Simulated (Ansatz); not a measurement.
`[OH][In]([SH])[O][SiH3]` and `C[CH2][In]([OH])[SH]` differ in one atom or group.

Ansatz, PBE0-D4/def2-TZVP geometries, multiplicity 1. Each molecule was computed in one conformer, which needn't be the lowest.

Elements past krypton have def2 core potentials.

| property | `[OH][In]([SH])[O][SiH3]` |
| --- | --- |
| LUMO energy (PBE/def2-TZVPP) / eV | -2.93 |
| LUMO energy (ωB97M-V/def2-TZVPP) / eV | -0.17 |
| HOMO energy (B3LYP/def2-TZVPP) / eV | -7.79 |
| HOMO–LUMO gap (PBE/def2-TZVPP) / eV | 3.84 |
| LUMO energy (PBE0/def2-TZVPP) / eV | -2.03 |
| HOMO–LUMO gap (PBE0/def2-TZVPP) / eV | 6.01 |

Problem. Give the same properties after the change, and the shifts. (Estimate.)

Solution. Computed: 
```json
{"property": "LUMO energy (PBE/def2-TZVPP) / eV", "`C[CH2][In]([OH])[SH]`": "-1.78", "shift": "1.15"}
{"property": "LUMO energy (ωB97M-V/def2-TZVPP) / eV", "`C[CH2][In]([OH])[SH]`": "0.62", "shift": "0.79"}
{"property": "HOMO energy (B3LYP/def2-TZVPP) / eV", "`C[CH2][In]([OH])[SH]`": "-6.99", "shift": "0.80"}
{"property": "HOMO–LUMO gap (PBE/def2-TZVPP) / eV", "`C[CH2][In]([OH])[SH]`": "4.23", "shift": "0.39"}
{"property": "LUMO energy (PBE0/def2-TZVPP) / eV", "`C[CH2][In]([OH])[SH]`": "-0.93", "shift": "1.10"}
{"property": "HOMO–LUMO gap (PBE0/def2-TZVPP) / eV", "`C[CH2][In]([OH])[SH]`": "6.31", "shift": "0.30"}
```

With PBE0 the HOMO rises by 0.80 eV and the LUMO rises by 1.10 eV, so the gap widens by about 0.30 eV. PBE moves the HOMO by 0.76 eV and ωB97M-V by 0.81 eV.

B3LYP here is the variant with VWN-RPA as its local correlation; programs differ in this.
